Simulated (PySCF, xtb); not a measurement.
C3H8Mg, SMILES C[CH]([MgH])C.

Harmonic wavenumbers (cm⁻¹) from GFN2-xTB run with xtb at its own minimum, in rising order: 95, 189, 194, 248, 268, 295, 388, 464, 925, 937, 941, 991, 1108, 1115, 1168, 1210, 1317, 1400, 1415, 1481, 1493, 1503, 1508, 2862, 2869, 2903, 2908, 2915, 2947, 2951.

What does r2SCAN-D4/def2-SVP in PySCF 2.14.0 give at its own minimum? (An estimate is asked for; the answer gives what the named calculation found.)

117, 162, 251, 275, 320, 352, 386, 490, 886, 903, 941, 979, 1084, 1155, 1189, 1314, 1372, 1389, 1450, 1466, 1474, 1482, 1586, 2962, 2964, 2972, 3043, 3044, 3083, 3084. Paired by order, the mean absolute difference is 52 cm⁻¹ and the zero-point energies are 58.6 and 60.3 kcal/mol.
